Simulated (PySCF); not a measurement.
SMILES N#Cc1c[c]ccc1, doublet (B3LYP/def2-SVP optimised geometry):

```
12

N      1.456     2.811     0.001
C      0.869     1.809     0.001
C      0.135     0.573     0.000
C     -1.281     0.594     0.000
C     -1.911    -0.628     0.000
C     -1.294    -1.862     0.000
C      0.112    -1.862     0.000
C      0.820    -0.658     0.000
H     -1.822     1.544     0.000
H     -1.856    -2.800     0.000
H      0.655    -2.811     0.000
H      1.911    -0.662     0.000
```

Computed with unrestricted B3LYP/def2-TZVP in PySCF.

Task: What are the frontier orbital energies (α orbitals alone; a β orbital can be the lowest empty one) and the dipole moment?

Result: HOMO-2 -8.03 eV, HOMO-1 -7.76 eV, HOMO -7.52 eV, LUMO -2.02 eV, LUMO+1 -1.26 eV; dipole moment 4.27 D.

On the same geometry unrestricted PBE/def2-TZVP run with PySCF gives HOMO-2 -7.25 eV, HOMO-1 -6.99 eV, HOMO -6.30 eV, LUMO -2.70 eV, LUMO+1 -2.00 eV; dipole moment 4.14 D.

Meta-Löwdin charges at B3LYP/def2-TZVP: N1 -0.22, C2 0.10, C3 -0.01, C4 -0.11, C5 0.00, C6 -0.11, C7 -0.10, C8 -0.10, H9 0.15, H10 0.14, H11 0.13, H12 0.14.
